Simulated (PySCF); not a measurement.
C6H13O (SMILES [CH2]C(C)CC(C)O), doublet, at a GFN2-xTB geometry. Base run: MP2/6-31G (PySCF).

Here is a job for PySCF.
```python
from pyscf import gto, scf, mp

mol = gto.Mole()
mol.atom = '''
    C    -1.385426   -1.246117   -1.158260
    C    -1.281644   -0.781560    0.237417
    C    -2.066712    0.506019    0.473819
    C     0.196911   -0.644188    0.664779
    C     0.998287    0.309930   -0.227567
    C     2.489919   -0.026826   -0.195510
    O     0.774205    1.630347    0.229659
    H    -0.800273   -2.081416   -1.492898
    H    -2.076324   -0.797064   -1.843326
    H    -1.703532   -1.559055    0.901847
    H    -3.107006    0.372851    0.185306
    H    -2.029430    0.784855    1.523779
    H    -1.640764    1.319222   -0.105366
    H     0.248040   -0.273467    1.688973
    H     0.662524   -1.629860    0.626602
    H     0.628256    0.209413   -1.264173
    H     3.052859    0.675857   -0.809144
    H     2.660869   -1.029080   -0.578346
    H     2.860578    0.030799    0.825695
    H     1.342551    2.230620   -0.264295
'''
mol.basis = '6-31g'
mol.charge = 0
mol.spin = 1
mol.verbose = 4
mol.build()

mf = scf.UHF(mol)
mf.kernel()

pt = mp.MP2(mf)
pt.kernel()
print('E(MP2) = %.10f' % pt.e_tot)
mf.analyze()
```

Each row names what was changed in the base input (with any setting that the change needs).

```json
[
 {"change": "base", "ΔE vs base (kcal/mol)": "0.000", "MP2 correlation (Eh)": "-0.65840", "basis functions": "89", "core-seconds (rough)": "7", "outcome": "converged"},
 {"change": "method = cisd", "ΔE vs base (kcal/mol)": "39.24", "MP2 correlation (Eh)": "-", "basis functions": "89", "core-seconds (rough)": "50", "outcome": "converged"},
 {"change": "frozen = 6", "ΔE vs base (kcal/mol)": "5.33", "MP2 correlation (Eh)": "-0.64990", "basis functions": "89", "core-seconds (rough)": "5", "outcome": "converged"},
 {"change": "method = ccsd", "ΔE vs base (kcal/mol)": "-47.68", "MP2 correlation (Eh)": "-0.65840", "basis functions": "89", "core-seconds (rough)": "100", "outcome": "converged"},
 {"change": "method = ccsd(t)", "ΔE vs base (kcal/mol)": "-", "MP2 correlation (Eh)": "-", "basis functions": "-", "core-seconds (rough)": "-", "outcome": "cut at the time limit"},
 {"change": "cart = on", "ΔE vs base (kcal/mol)": "0.000", "MP2 correlation (Eh)": "-0.65840", "basis functions": "89", "core-seconds (rough)": "6", "outcome": "converged"},
 {"change": "frozen = 8", "ΔE vs base (kcal/mol)": "31.66", "MP2 correlation (Eh)": "-0.60794", "basis functions": "89", "core-seconds (rough)": "6", "outcome": "converged"},
 {"change": "density fitting = JK and correlation", "ΔE vs base (kcal/mol)": "0.260", "MP2 correlation (Eh)": "-0.65812", "basis functions": "89", "core-seconds (rough)": "2", "outcome": "converged"},
 {"change": "frozen = 7", "ΔE vs base (kcal/mol)": "5.88", "MP2 correlation (Eh)": "-0.64904", "basis functions": "89", "core-seconds (rough)": "4", "outcome": "converged"}
]
```

Open shells are given as the SCF converged; they aren't shown to be the lowest states, and a large step between rows can be another state.
